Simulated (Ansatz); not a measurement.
Worked example: the barrier

An elementary step of SiN2H10O, singlet (SiH₄O ([OH][SiH3]) + NH₃ + NH₃ → SiNH₅ ([NH2][SiH3]) + H₂O + NH₃; bonds formed: Si1–N7, O2–H8, H6–N9; bonds broken: Si1–O2, H6–N7, H8–N9). “Start” is the structure reached by relaxing down from the saddle towards the reactants; PBE0-D4/def2-TZVP structures. The saddle:

```
14
angstrom
Si 0.5028 1.2000 -0.1456
O 0.2637 0.4683 1.5215
H 0.7374 2.6768 -0.3328
H 2.0035 0.8476 0.0576
H -1.0442 1.3146 -0.1158
H -0.5985 -1.2268 -0.3690
N 0.3731 0.0421 -1.5015
H -0.4149 -0.5551 1.2108
N -1.0078 -1.4265 0.5711
H 1.1380 0.2315 1.8544
H -0.3488 0.2524 -2.1798
H 1.2351 -0.1975 -1.9740
H -0.8355 -2.3840 0.8522
H -2.0040 -1.2434 0.5509
```

Computed with Ansatz 0.2.0 (basis: def2-TZVPP and def2-QZVPP); correlated methods freeze the cores.

Energies in eV:

| quantity | saddle | start |
| --- | --- | --- |
| Hartree–Fock, triple zeta (X = 3) | -13022.90765 | -13024.78934 |
| Hartree–Fock, quadruple zeta (X = 4) | -13023.41363 | -13025.30620 |
| MP2 correlation, X = 3 | -24.12121 | -23.43945 |
| MP2 correlation, X = 4 | -25.85395 | -25.16294 |
| CCSD(T) correlation, X = 3 | -26.12490 | -25.51279 |

Task: Work out the barrier at the basis limit: extrapolate Hartree–Fock as E(X) = E∞ + A exp(−7.88 √X) and the MP2 correlation as E(X) = E∞ + B X^−2.97 (the exponents that Neese and Valeev fitted for def2-TZVPP and QZVPP), then add CCSD(T) − MP2 in triple zeta.

Result: Each step is linear, so take the differences first (saddle − start): Hartree–Fock 1.88169 (X = 3) and 1.89257 (X = 4); MP2 correlation -0.68176 and -0.69101; CCSD(T) correlation -0.61211.
Two points give E∞ = E(4) + w [E(4) − E(3)], with w = 1/(exp(7.88 (2 − √3)) − 1) = 0.1377 for Hartree–Fock and w = 1/((4/3)^2.97 − 1) = 0.7407 for the correlation.
Hartree–Fock: 1.89257 + 0.1377 × 0.01088 = 1.8941 eV.
MP2 correlation: -0.69101 + 0.7407 × (-0.00925) = -0.6979 eV.
CCSD(T) − MP2: -0.61211 − (-0.68176) = 0.0696 eV.
Sum: 1.8941 + (-0.6979) + 0.0696 = 1.2658 eV, or 29.19 kcal/mol. Plain CCSD(T) in triple zeta gives 1.2696 eV, so the larger basis shifts the result by -0.0038 eV.

The T1 diagnostic stays at or below 0.011.

Labels in which every atom is bracketed show which atoms are joined, not bond orders.

For scale, one of the runs: CCSD(T)/def2-TZVPP, 275 basis functions, launched by `ansatz run in.yaml --threads 8 --pin off --events-out ev --progress --plain --max-ram 19148MiB`. The run took 68 s on 8 CPU threads of a Oxide Virtual Turin-like (shared host), with 7.7 GiB of host memory at its peak.
